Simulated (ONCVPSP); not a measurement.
# Before and after: ONCV potential for Li (Z = 3)

ONCVPSP 4.0.1 input, shortened (lines: element, Z, core and valence counts, functional; n l f; lmax; l rc ep ncon nbas qcut; lloc lpopt rc5 dvloc0; l nproj debl; icmod fcfact rcfact), PBE, scalar-relativistic:

```
  Li 3.00    0    2        4      upf
    1    0    2.00
    2    0    1.00
    1
    0    0.95    0.00    3    6   13.90
    1    0.75    0.02    4    8   11.30
    4    5    0.50    0.00
    0    2    1.70
    1    2    0.40
    0    0.00    0.00
```

All-electron outer shells of the reference configuration (PBE, scalar-relativistic, ld1.x):

| shell | level (eV) | outermost node (bohr) | outermost maximum (bohr) |
| --- | --- | --- | --- |
| 1s | -51.85 | – | 0.36 |
| 2s | -2.87 | 0.83 | 3.12 |

Change: s: qcut 19.7.

Cutoffs: the cutoffs (Ha) at which the residual kinetic energy of the hardest occupied pseudo-wave falls to 1 and 0.1 mHa per electron; they do not see the model core or the augmentation charge, which bear on the density cutoff. Errors are all-electron minus pseudo energies relative to the spin-unpolarised reference configuration.

**Question.** Predict the effect on cutoff, ghosts and configuration errors.

**Answer.** The potential gets harder (60 Ha and 73 Ha → 66 Ha and 80 Ha); of the 4 tests that both files solve, the error grows in 0 and shrinks in 1 by more than 15 % and 0.3 meV (median size 0.2 → 0.2 meV); neither file shows a bound ghost. The waves are optimised to have the least kinetic energy above qcut, so the cutoff follows it (qcut²/2 in Ha).

```csv
quantity,base,changed
"cutoff, loose",60 Ha,66 Ha
"cutoff, tight",73 Ha,80 Ha
bound ghosts,none,none
GHOST(+) flags under 300 eV,none,none
"error for 1s2 2s0, meV [ΔE 5.30 eV]",+0.2,+0.2
"error for 1s2 2s0.5, meV [ΔE 2.05 eV]",0.0,0.0
"error for 1s2 2s0 2p1, meV [ΔE 1.79 eV]",+0.2,+0.2
"error for 1s1 2s1, meV [ΔE 68.41 eV]",+400,+335
s: phases at 0.96 bohr within 0.05 rad from the reference energy up to (Ha; the scan ends near 5),to the end of the scan,to the end of the scan
p: phases at 0.76 bohr within 0.05 rad from the reference energy up to (Ha; the scan ends near 5),to the end of the scan,to the end of the scan
```
